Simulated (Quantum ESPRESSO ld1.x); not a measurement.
The run below uses ld1.x (Quantum ESPRESSO 7.5).

```
 &input
    atom='Sn',
    iswitch=1,
    rel=2,
    dft='PBE',
    config='[Kr] 4d8.5 5s2 5p2.5',
    rel_dist='average',
    verbosity='high',
    lsmall=.true.,
    prefix='ld1',
    max_out_wfc=37,
    file_charge='ld1.rho',
 /
```

Command: `OMP_NUM_THREADS=1 ld1.x < ld1.in > ld1.out`

It prints (banner and zero overlaps left out):

```
     Program LD1 v.7.5 starts

     --------------------------- All-electron run ----------------------------

     dirac relativistic calculation

     atomic number is 50.00
     dft =PBE   lsd =0 sic =0 latt =0  beta=0.20 tr2=1.0E-14
     Exchange-correlation= PBE
                           (   1   4   3   4   0   0   0)
     mesh =2065 r(mesh) =  99.48203 a.u. xmin = -8.00 dx = 0.00800
     1 Ry =  13.60569312 eV, c = 137.03599908

     n l j   nl                  e(Ry)          e(Ha)          e(eV)
     Spin orbit split results
     1 0 0.5 1S 1( 2.00)   -2132.597472428   -1066.298736214 -29015.4667647
     2 0 0.5 2S 1( 2.00)    -323.160675645    -161.580337823  -4396.8249822
     2 1 0.5 2P 1( 2.00)    -301.946985925    -150.973492963  -4108.1980299
     2 1 1.5 2P 1( 4.00)    -284.996550391    -142.498275196  -3877.5756057
     3 0 0.5 3S 1( 2.00)     -63.571816423     -31.785908212   -864.9386255
     3 1 0.5 3P 1( 2.00)     -54.959311325     -27.479655663   -747.7595241
     3 1 1.5 3P 1( 4.00)     -51.862357694     -25.931178847   -705.6233234
     4 0 0.5 4S 1( 2.00)     -11.223805388      -5.611902694   -152.7076518
     4 1 0.5 4P 1( 2.00)      -8.338270721      -4.169135361   -113.4479526
     4 1 1.5 4P 1( 4.00)      -7.768244103      -3.884122052   -105.6923454
     3 2 1.5 3D 1( 4.00)     -36.652478444     -18.326239222   -498.6823739
     3 2 2.5 3D 1( 6.00)     -36.012991486     -18.006495743   -489.9817106
     4 2 1.5 4D 1( 3.40)      -3.206962555      -1.603481277    -43.6329484
     4 2 2.5 4D 1( 5.10)      -3.124008081      -1.562004041    -42.5042953
     5 0 0.5 5S 1( 2.00)      -1.562092111      -0.781046056    -21.2533459
     5 1 0.5 5P 1( 0.83)      -0.962945242      -0.481472621    -13.1015375
     5 1 1.5 5P 1( 1.67)      -0.908079588      -0.454039794    -12.3550522
     Averaged results
     1 0     1S 1( 2.00)   -2132.597472428   -1066.298736214 -29015.4667647
     2 0     2S 1( 2.00)    -323.160675645    -161.580337823  -4396.8249822
     2 1     2P 1( 6.00)    -290.646695569    -145.323347785  -3954.4497471
     3 0     3S 1( 2.00)     -63.571816423     -31.785908212   -864.9386255
     3 1     3P 1( 6.00)     -52.894675571     -26.447337786   -719.6687237
     4 0     4S 1( 2.00)     -11.223805388      -5.611902694   -152.7076518
     4 1     4P 1( 6.00)      -7.958252976      -3.979126488   -108.2775478
     3 2     3D 1(10.00)     -36.268786269     -18.134393135   -493.4619759
     4 2     4D 1( 8.50)      -3.157189871      -1.578594935    -42.9557565
     5 0     5S 1( 2.00)      -1.562092111      -0.781046056    -21.2533459
     5 1     5P 1( 2.50)      -0.926368139      -0.463184070    -12.6038806

     final scf error:  9.1E-15 reached in  21 iterations

     Etot =  -12354.531311 Ry,   -6177.265655 Ha, -168091.961690 eV

     Ekin =   13009.987174 Ry,    6504.993587 Ha,  177009.893023 eV
     Encl =  -29925.435043 Ry,  -14962.717522 Ha, -407156.285768 eV
     Eh   =    4889.697449 Ry,    2444.848725 Ha,   66527.722958 eV
     Exc  =    -328.780891 Ry,    -164.390445 Ha,   -4473.291903 eV

     normalization and overlap integrals

     s(1S/1S) =  1.000000  <r> =   0.0291  <r2> =    0.0011  r(max) =   0.0188
     LC norm =  0.96626651 + SC norm =  0.03373349 =  1.00000000
     s(2S/2S) =  1.000000  <r> =   0.1251  <r2> =    0.0185  r(max) =   0.1065
     LC norm =  0.99286100 + SC norm =  0.00713900 =  1.00000000
     s(2P/2P) =  1.000000  <r> =   0.1058  <r2> =    0.0138  r(max) =   0.0818
     LC norm =  0.99284060 + SC norm =  0.00715940 =  1.00000000
     s(2P/2P) =  1.000000  <r> =   0.1112  <r2> =    0.0151  r(max) =   0.0865
     LC norm =  0.99316530 + SC norm =  0.00683470 =  1.00000000
     s(3S/3S) =  1.000000  <r> =   0.3390  <r2> =    0.1315  r(max) =   0.3085
     LC norm =  0.99793505 + SC norm =  0.00206495 =  1.00000000
     s(3P/3P) =  1.000000  <r> =   0.3298  <r2> =    0.1265  r(max) =   0.2940
     LC norm =  0.99799196 + SC norm =  0.00200804 =  1.00000000
     s(3P/3P) =  1.000000  <r> =   0.3410  <r2> =    0.1350  r(max) =   0.3036
     LC norm =  0.99808009 + SC norm =  0.00191991 =  1.00000000
     s(4S/4S) =  1.000000  <r> =   0.8129  <r2> =    0.7471  r(max) =   0.7438
     LC norm =  0.99943545 + SC norm =  0.00056455 =  1.00000000
     s(4P/4P) =  1.000000  <r> =   0.8565  <r2> =    0.8368  r(max) =   0.7680
     LC norm =  0.99949376 + SC norm =  0.00050624 =  1.00000000
     s(4P/4P) =  1.000000  <r> =   0.8846  <r2> =    0.8927  r(max) =   0.7929
     LC norm =  0.99951990 + SC norm =  0.00048010 =  1.00000000
     s(3D/3D) =  1.000000  <r> =   0.3124  <r2> =    0.1159  r(max) =   0.2486
     LC norm =  0.99819637 + SC norm =  0.00180363 =  1.00000000
     s(3D/3D) =  1.000000  <r> =   0.3159  <r2> =    0.1184  r(max) =   0.2526
     LC norm =  0.99822223 + SC norm =  0.00177777 =  1.00000000
     s(4D/4D) =  1.000000  <r> =   1.0452  <r2> =    1.2854  r(max) =   0.8659
     LC norm =  0.99965474 + SC norm =  0.00034526 =  1.00000000
     s(4D/4D) =  1.000000  <r> =   1.0574  <r2> =    1.3159  r(max) =   0.8798
     LC norm =  0.99966154 + SC norm =  0.00033846 =  1.00000000
     s(5S/5S) =  1.000000  <r> =   2.1629  <r2> =    5.2829  r(max) =   1.8964
     LC norm =  0.99990699 + SC norm =  0.00009301 =  1.00000000
     s(5P/5P) =  1.000000  <r> =   2.5780  <r2> =    7.5748  r(max) =   2.1902
     LC norm =  0.99993525 + SC norm =  0.00006475 =  1.00000000
     s(5P/5P) =  1.000000  <r> =   2.6721  <r2> =    8.1349  r(max) =   2.2795
     LC norm =  0.99993963 + SC norm =  0.00006037 =  1.00000000

     LC charge = 48.83558806 + SC charge =  0.16441194 = 49.00000000

     ------------------------ End of All-electron run ------------------------
```

Run on one thread of a shared host, so times are rough (Intel(R) Xeon(R) Processor @ 2.60GHz): 0.67 s of CPU time, 1.2 s wall, 21 iterations on 2065 mesh points.
